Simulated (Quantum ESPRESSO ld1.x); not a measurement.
Input file for ld1.x (Quantum ESPRESSO 7.5):

```
 &input
    atom='Bi',
    iswitch=1,
    rel=1,
    lsd=1,
    dft='SLA-VWN',
    config='[Ne] 3s2',
    verbosity='high',
    prefix='ld1',
    max_out_wfc=37,
    file_charge='ld1.rho',
 /
```

Command: `OMP_NUM_THREADS=1 ld1.x < ld1.in > ld1.out`

Output:

```
     Program LD1 v.7.5 starts

     --------------------------- All-electron run ----------------------------

     scalar relativistic calculation

     atomic number is 83.00
     dft =SLA-VWN   lsd =1 sic =0 latt =0  beta=0.20 tr2=1.0E-14
     Exchange-correlation= SLA-VWN
                           (   1   2   0   0   0   0   0)
     mesh =2129 r(mesh) =  99.99892 a.u. xmin = -8.00 dx = 0.00800
     1 Ry =  13.60569312 eV, c = 137.03599908

     n l     nl                  e(Ry)          e(Ha)          e(eV)
     1 0     1S 1( 1.00)   -7144.242313613   -3572.121156807 -97202.3685153
     2 0     2S 1( 1.00)   -1655.797405106    -827.898702553 -22528.2713677
     2 1     2P 1( 3.00)   -1486.204356101    -743.102178051 -20220.8403872
     3 0     3S 1( 1.00)    -679.223959590    -339.611979795  -9241.3127560
     1 0     1S 2( 1.00)   -7144.242313613   -3572.121156807 -97202.3685153
     2 0     2S 2( 1.00)   -1655.797405106    -827.898702553 -22528.2713677
     2 1     2P 2( 3.00)   -1486.204356101    -743.102178051 -20220.8403872
     3 0     3S 2( 1.00)    -679.223959590    -339.611979795  -9241.3127560

     final scf error:  6.8E-15 reached in  12 iterations

     Etot =  -29952.062680 Ry,  -14976.031340 Ha, -407518.573224 eV
     Total magnetization:    0.00 Bohr mag.

     Ekin =   35389.756623 Ry,   17694.878311 Ha,  481502.168306 eV
     Encl =  -67208.378053 Ry,  -33604.189027 Ha, -914416.567084 eV
     Eh   =    2179.818533 Ry,    1089.909266 Ha,   29657.942023 eV
     Exc  =    -313.259782 Ry,    -156.629891 Ha,   -4262.116468 eV

     normalization and overlap integrals

     s(1S/1S) =  1.000000  <r> =   0.0158  <r2> =    0.0003  r(max) =   0.0096
     s(1S/2S) = -0.042516
     s(1S/3S) = -0.020225
     s(2S/2S) =  1.000000  <r> =   0.0657  <r2> =    0.0051  r(max) =   0.0560
     s(2S/3S) = -0.013231
     s(2P/2P) =  1.000000  <r> =   0.0596  <r2> =    0.0043  r(max) =   0.0466
     s(3S/3S) =  1.000000  <r> =   0.1580  <r2> =    0.0285  r(max) =   0.1497
     s(1S/1S) =  1.000000  <r> =   0.0158  <r2> =    0.0003  r(max) =   0.0096
     s(1S/2S) = -0.042516
     s(1S/3S) = -0.020225
     s(2S/2S) =  1.000000  <r> =   0.0657  <r2> =    0.0051  r(max) =   0.0560
     s(2S/3S) = -0.013231
     s(2P/2P) =  1.000000  <r> =   0.0596  <r2> =    0.0043  r(max) =   0.0466
     s(3S/3S) =  1.000000  <r> =   0.1580  <r2> =    0.0285  r(max) =   0.1497

     ------------------------ End of All-electron run ------------------------
```

Run on one thread of a shared host, so times are rough (Intel(R) Xeon(R) Processor @ 2.60GHz): 0.58 s of CPU time, 0.62 s wall, 12 iterations on 2129 mesh points.
